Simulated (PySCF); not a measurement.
## From computed data to an observable: refractive index and permittivity of the vapour

Si(Cl)(Me)(SiH3)2 (CH9ClSi3), SMILES C[Si]([SiH3])([SiH3])Cl.

Geometry: PBE0-D3(BJ)/def2-SVP.

M06-2X/def2-TZVP (PySCF) gives a mean static polarisability of 110.9 bohr³ and a dipole moment of 1.85 D. Take an ideal gas at 298.15 K and 1 bar, whether or not the substance is that volatile.

**Question.** Work out n − 1 in the optical limit and the static ε − 1.

**Answer.** 
Polarisability volume α' = 110.9 × 0.148185 = 16.43 Å³. Number density N = p/kT = 2.43e-5 Å⁻³.
Dilute limit of Lorentz–Lorenz: n − 1 = 2π N α' = 0.0025.
Orientation term of Debye: μ²/(3kT) = 8.098 Å³ × μ²(D²) = 27.71 Å³.
ε − 1 = 4π N (α' + μ²/3kT) = 0.013. Orientation of the dipole supplies 63 % of the static response; it can't follow optical fields. Vibrational polarisation and dispersion are left out.
